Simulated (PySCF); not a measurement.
In(F)2(SH) (F₂HInS), SMILES [F][In]([F])[SH].

Geometry optimised at B3LYP-D3(BJ)/def2-SVP. The def2 effective core potentials stand for the cores of In; spin–orbit coupling is left out. Other conformers were not sampled.

The numbers are results of r2SCAN/def2-TZVPD in PySCF, not measurements.

Symmetry labels are those of the subgroup Cs that the program uses (full group Cs).

Q: List the valence orbital energies around the gap with their symmetry. (Estimate from the structure and the level; the computed values follow.)

A: 
```csv
orbital,symmetry,energy (eV)
HOMO−7,A',-11.08
HOMO−6,A',-10.04
HOMO−5,A',-9.65
HOMO−4,A",-9.57
HOMO−3,A",-9.27
HOMO−2,A',-9.19
HOMO−1,A',-8.73
HOMO,A",-7.56
LUMO,A',-3.64
LUMO+1,A",-1.89
LUMO+2,A',-0.86
LUMO+3,A',0.00
```
